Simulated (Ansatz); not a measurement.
Reaction (ligand exchange at the Si–C bond): `C[SiH2]N[SiH2]O` + CH₃OH → `CO[SiH2]N[SiH2]O` + CH₄

Program: Ansatz. Geometries: PBE0-D4/def2-TZVP. ΔE: electronic, gas phase. CCSD(T)/CBS adds triple-zeta CCSD(T) − MP2 to the extrapolated MP2 energy (def2 sets, frozen cores). This one scheme is used for every species. One conformer a species, not always the lowest.

| species | CCSD(T)/CBS(def2) energy (Eh) |
| --- | --- |
| `C[SiH2]N[SiH2]O` | -751.62138 |
| CH₃OH | -115.61712 |
| `CO[SiH2]N[SiH2]O` | -826.81878 |
| CH₄ | -40.46206 |

Question: Work out ΔE.

Answer: ΔE = (-826.81878) + (-40.46206) − (-751.62138) − (-115.61712) = -0.04234 Eh = -1.15 eV.

Largest T1 diagnostic among the species: 0.011.

The D4 term adds −0.08 eV with B3LYP and −0.05 eV with PBE0; it sums over pairs of atoms, weighted by their polarisabilities, and B3LYP, whose exchange is more repulsive, gets the larger term.

B3LYP here is the variant with VWN-RPA as its local correlation; programs differ in this.
